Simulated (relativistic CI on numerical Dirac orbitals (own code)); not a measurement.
d1 to d9 in one tetrahedral field

Computed with a parametric ligand-field model without spin-orbit coupling, by exact diagonalisation: B = 890, C = 3960, 10Dq = -4900 cm⁻¹ (Td; |10Dq|/B = 5.5) for every shell. Energies in cm⁻¹; the field energy is (0.6 n_e − 0.4 n_t2) × 10Dq of the ground term; g labels are left out.

```tsv
Shell	Ground term	Electrons in e	Field energy	First spin-allowed bands	Lowest term of other spin
d1	2E	1.000	-2940	2T2 4900	
d2	3A2	2.000	-5880	3T2 4900, 3T1 8463	1E 14215
d3	4T1	1.885	-3358	4T2 4153, 4A2 9053	2E 13230
d4	5T2	2.000	-1960	5E 4900	3T1 16510
d5	6A1	2.000	0	none	4T1 26044
d6	?	?	?	?	?
d7	4A2	4.000	-5880	4T2 4900, 4T1 8463	2E 17435
d8	3T1	3.885	-3358	3T2 4153, 3A2 9053	1T2 13510
d9	2T2	4.000	-1960	2E 4900
```

Q: Fill in the row of d6.

A: Ground term: 5E; Electrons in e: 3.000; Field energy: -2940; First spin-allowed bands: 5T2 4900; Lowest term of other spin: 3T1 16990. Every shell keeps the spin of the free ion. Tetrahedral fields of 3d complexes are almost always too weak to pair spins. High-spin d^(n+5) repeats the spin-allowed bands of d^n, since the half-filled shell is spherical.
